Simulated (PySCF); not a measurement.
Geometry (Å), atoms numbered from 1 in this order:
```xyz
5

V     0.000    0.001   -0.068
S     0.000   -0.016    1.913
F     1.604    0.010   -0.614
F    -0.806    1.393   -0.604
F    -0.798   -1.388   -0.626
```

Geometry: PBE0-D3(BJ)/def2-SVP; GIAO shifts from PySCF 2.14, gas phase, non-relativistic, averaged over equivalent atoms.

At PBE0/pcSseg-1 (pcSseg-2 on V) (148 basis functions, 9.8 s wall time on 1 thread of an x86-64 server CPU, shared host):
```
   atoms  δ (ppm)
      V1    223.2
      S2   2281.4
F3/F4/F5    328.6
```

Scale: VOCl3 for ⁵¹V (σ = -2087.14 ppm); CS2 for ³³S (σ = 495.66 ppm); CFCl3 for ¹⁹F (σ = 177.25 ppm) (reference shieldings calculated alike).

**Question.** What do these become at PBE/pcSseg-1 (pcSseg-2 on V)?

**Answer.** 
```tsv
atoms	δ at PBE/pcSseg-1 (pcSseg-2 on V)	change
V1	71.5	-151.7
S2	1638.6	-642.8
F3/F4/F5	326.5	-2.1
```

Scale: VOCl3 for ⁵¹V (σref -1815.70); CS2 for ³³S (σref 490.84); ¹⁹F (σref 144.73) against CFCl3 (reference shieldings calculated alike).

The largest change is at S2 (sulfur bonded to V). Cost: 148 basis functions, 12 s wall time on 1 thread of an x86-64 server CPU, shared host.

Unscaled 19F shifts against computed CFCl3 carry errors that often reach 10 to 50 ppm.
